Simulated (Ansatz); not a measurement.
Relaxation of C2H5NSi (9 atoms, charge 0, multiplicity 1), to a largest force component of 0.02 eV/Å in at most 50 steps.

These are results of RKS r2SCAN/def2-SVP (Ansatz 0.2.0), not measurements.

```xyz
9
Properties=species:S:1:pos:R:3
C -0.726 1.283 -1.780
C -0.148 0.932 -0.851
N 0.608 0.480 0.281
Si 0.151 -0.910 1.048
H -1.333 1.676 -2.642
H 1.633 0.405 0.096
H 0.980 -1.168 2.222
H 0.077 0.936 1.049
H 0.214 -2.028 0.139
```

Question: Where does it end, and by what steps?

Answer: It converged. After 9 steps the energy has fallen by 3.129 eV; Si4 moved furthest, 0.56 Å.

| step | energy less start (eV) | largest force component (eV/Å) | accepted |
| --- | --- | --- | --- |
| 0 | 0.0000 | 7.342 | yes |
| 1 | -1.7618 | 4.026 | yes |
| 2 | -2.6619 | 2.052 | yes |
| 3 | -3.0412 | 0.884 | yes |
| 4 | -3.0794 | 0.596 | yes |
| 5 | -3.1146 | 0.563 | yes |
| 6 | -3.0820 | 0.545 | no |
| 7 | -3.1285 | 0.076 | yes |
| 8 | -3.1290 | 0.025 | yes |
| 9 | -3.1290 | 0.004 | yes |

```xyz
9
Properties=species:S:1:pos:R:3
C -0.748 1.292 -1.813
C -0.144 0.977 -0.812
N 0.496 0.563 0.331
Si -0.264 -1.244 1.231
H -1.281 1.575 -2.702
H 1.483 0.351 0.158
H 1.053 -1.199 2.034
H 0.449 1.276 1.066
H 0.413 -1.985 0.070
```

The run took 8.5 s on 2 threads of AMD EPYC 9R45 96-Core Processor (Zen 5), with other jobs on the host, peak memory 0.16 GiB.
